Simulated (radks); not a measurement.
The numbers below are computed, except where a source is named.
These are the eigenvalues of the occupied orbitals of an atom or ion with whole-number occupations (Ry). Code: a radial shooting solver on a logarithmic mesh with Libxc functionals. Model: scalar-relativistic Kohn-Sham, PBE, spin-polarised, spherical densities, finite nucleus; Fermi nuclear charge, rms radius of each element as measured or else 0.836 A^(1/3) + 0.57 fm.

| orbital | eigenvalue |
|---|---|
| 1s up | -54.52574 |
| 1s down | -54.35783 |
| 2s up | -6.86420 |
| 2s down | -6.44972 |
| 2p up | -5.51926 |

Which element is it, and in what charge state? The configuration may be excited. Open shells, if any, are filled with parallel spins first.

Answer. Z = 9, fluorine, charge +3: F3+ in [He] 2s2 2p2. The list shows which subshells hold electrons but not how many an open one holds; the 1s level, -27.263 hartree, gives Z - s = 7.4 by -(Z - s)^2/2, which with screening and relativity narrows Z to a few neighbours, and the depths of the outer levels then fix element, charge and occupations together.
